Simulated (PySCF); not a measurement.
Cl2Sn, neutral, multiplicity 1. Atoms are numbered in the order given.

```xyz
3

Sn     0.0000     0.0000     0.6251
Cl     0.0000    -1.7882    -0.9193
Cl     0.0000     1.7882    -0.9193
```
Charge 0, spin multiplicity 1.

Geometry: PBE0-D3(BJ)/def2-TZVP. The isomer is the one that the SMILES or the coordinates give; other isomers of the formula were not compared. The def2 effective core potentials stand for the cores of Sn; spin–orbit coupling is left out.

These are PySCF with IEF-PCM-M06-2X/def2-SVP values and carry that method's errors.

The values are the electrostatic part of the solvation free energy, E(continuum) − E(gas) at the gas-phase geometry, in a cavity of scaled van der Waals radii (PySCF's table); cavitation and dispersion terms are not included. A continuum can't describe solvent molecules that bind to the metal. In vacuum the orbital gap is 6.73 eV. The dipole moment in vacuum is 3.22 D.

```
solvent              ε  ΔG(elec) (kcal/mol)  dipole (D)    gap (eV)
---------------  -----  -------------------  ----------  ----------
water            78.36           (withheld)  (withheld)  (withheld)
tetrahydrofuran   7.43                 -5.1        4.15        6.93
benzene           2.27                 -2.7        3.72        6.84
```

Problem. Complete the blanks. (An estimate is asked for; the answer gives what the named calculation found.)

Solution. 
- water, ΔG(elec) (kcal/mol): -6.3
- water, dipole (D): 4.37
- water, gap (eV): 6.98
